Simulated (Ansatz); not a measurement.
The same carbene extrusion along the group B, Al, Ga, In.

Gas-phase electronic energies from Ansatz, PBE0-D4/def2-TZVP geometries. CBS: MP2 limit from def2 TZ/QZ plus the TZ coupled-cluster correction, frozen cores. This one scheme is used for every species. DFT in def2-TZVPP. B3LYP here is the variant with VWN-RPA as its local correlation; programs differ in this. Triplets are unrestricted, without spin–orbit coupling. Elements past krypton have def2 core potentials. For Ga, In outer-core shells are correlated without core-valence functions, which leaves a few kJ/mol of doubt a bond. Scalar relativity is left out up to krypton. One conformer a species, not always the lowest.

```csv
reaction,CCSD(T)/CBS(def2) (eV)
`BC[SiH2][SiH3]` → `B[SiH2][SiH3]` + `[CH2]` (triplet),5.27
`[AlH2][CH2][SiH2][SiH3]` → `[AlH2][SiH2][SiH3]` + `[CH2]` (triplet),4.96
`[SiH3][SiH2][CH2][GaH2]` → `[SiH3][SiH2][GaH2]` + `[CH2]` (triplet),4.72
`[SiH3][SiH2][CH2][InH2]` → `[SiH3][SiH2][InH2]` + `[CH2]` (triplet),?
```

(1) Fill in the missing values. (Best estimate.)

Largest T1 diagnostic: 0.014, for `B[SiH2][SiH3]`.

Answers

(1) The calculation gave: `[SiH3][SiH2][CH2][InH2]` → `[SiH3][SiH2][InH2]` + `[CH2]` (triplet): +4.55 eV.
